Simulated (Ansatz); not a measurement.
Mulliken charges of `I[CH]I` radical from r2SCAN/def2-TZVPP in Ansatz (PBE0-D4/def2-TZVP geometry).

```tsv
atom	x (Å)	y (Å)	z (Å)	charge (e)
I1	-1.742	0.249	-0.793	0.069
C2	0.100	0.188	0.075	-0.253
I3	0.933	-1.517	0.816	0.069
H4	0.765	1.019	-0.118	0.116
```

Question: By hand: the dipole of these point charges (1 e Å = 4.8032 D).

Answer: Σ q r = (0.008, -0.017, -0.031) e Å, of length 0.036 e Å = 0.17 D.

Question: How does the dipole of the full density compare? (An estimate is asked.)

Answer: Ansatz gave: (0.066, 0.067, -0.036) e Å, 0.48 D; the point charges give 0.35 times that, at 82° from its direction.

Point charges leave out the atoms' own dipoles, such as those of lone pairs, and Mulliken's split depends on the basis, so the two needn't agree.
